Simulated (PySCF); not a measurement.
CsOH, optimised at PBE0/def2-TZVP:

```xyz
3

Cs     1.0182     0.6995    -1.4805
O     -0.2565    -0.1762     0.3729
H     -0.7617    -0.5233     1.1076
```

Method: PySCF energies plus ideal-gas RRHO corrections (1 bar). All species are closed-shell singlets. Cs: scalar-relativistic def2 core potential, no spin-orbit coupling.

List the harmonic frequencies (cm⁻¹, unscaled) at this level and at the other levels, each on its own geometry.


- PBE0/def2-TZVP: 332, 332, 388, 3912
- PBE/def2-SVP: 318, 319, 386, 3735
